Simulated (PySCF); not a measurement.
# Mo: excitation energy

Mo [Kr] 4d5 5s1 (7S) → Mo [Kr] 4d6 (5D), as a difference of total energies. Computed with PySCF 2.14 in x2c-TZVPPall with one added diffuse shell each of s, p, d, f type (9s7p7d3f1g, 95 functions), with the spin-free X2C one-electron Hamiltonian (Gaussian nucleus). The calculations carry no spin-orbit coupling.

| method | excitation energy (eV) |
| --- | --- |
| LDA | 2.971 |
| PBE | 3.000 |
| PBE0 | 3.175 |
| r2SCAN | 3.477 |
| PBEsol | 3.066 |
| M06-L | 2.751 |
